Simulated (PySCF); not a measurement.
# Ionisation energy of In²¹⁺ by level of theory

In²¹⁺ [Ar] 3d10 → In²²⁺ [Ar] 3d9 [3d3/2^4 3d5/2^5, M_J = 5/2], as a difference of total energies. Calculation: PySCF 2.14, in an uncontracted even-tempered set (17 s from 2.5 bohr⁻², ratio 2.8; 13 p from 3.2 bohr⁻², ratio 2.8; 8 d from 3.2 bohr⁻², ratio 2.8; 3 f from 16 bohr⁻², ratio 3); the two-component X2C-1e Hamiltonian. Correlated levels: [Ne] frozen; the 82 highest virtual spinors dropped. "Screened" scales the spin-orbit matrix elements by Boettger's factors to mimic the two-electron term; Breit and QED terms are absent.

```csv
method,ionisation energy (eV)
GHF (spin-free),1048.0
GMP2 (spin-free),1049.4
GHF (screened spin-orbit),1044.6
GMP2 (screened spin-orbit),1046.0
```

Breit and QED terms and the two-electron picture change are absent.

The spin-free rows lack the spin-orbit shift.

For comparison: 1043 ± 4 eV (theoretical estimate listed by NIST; NIST Atomic Spectra Database, ionization energies).
